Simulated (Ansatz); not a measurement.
Ligand exchange: BH2(CH3) + HI → BH2I + CH4

Species: BH2(CH3), singlet; HI, singlet; BH2I `BI`, singlet; CH4 (methane) `C`, singlet. The partners trade CH3 for I: B–CH3 and H–I bonds give way to B–I and H–CH3.

Shapes, held fixed at every level: PBE0-D4/def2-TZVP. Programs: Ansatz 0.2.0. The zero-point and thermal change to 298 K, harmonic and unscaled (PBE0-D4/def2-TZVP), is +9.7 kJ/mol.

```
               level                   kind  ΔH(298 K) (kJ/mol)  less CCSD(T)/def2-TZVPP
       HF/def2-TZVPP           Hartree–Fock               -60.1                     +7.3
r2SCAN-D4/def2-TZVPP               meta-GGA               -66.3                     +1.1
 BHLYP-D4/def2-TZVPP          global hybrid               -62.5                     +4.9
        MP2/def2-SVP    perturbation theory               -67.9                     -0.5
      MP2/def2-TZVPP    perturbation theory               -73.7                     -6.3
       CCSD/def2-SVP  coupled cluster or CI               -62.7                     +4.7
     CCSD/def2-TZVPP  coupled cluster or CI               -64.1                     +3.3
  CCSD(T)/def2-TZVPP  coupled cluster or CI               -67.4                      0.0
```

The highest level, CCSD(T)/def2-TZVPP, gives ΔH(298 K) = -67.4 kJ/mol; the levels span -73.7 to -60.1. The column of differences is taken from that level and isn't an error. No measured value is set beside it here. For atoms past krypton def2 sets carry core potentials with scalar relativity. Correlated rows may include outer-core shells of I, which these sets cover unevenly.
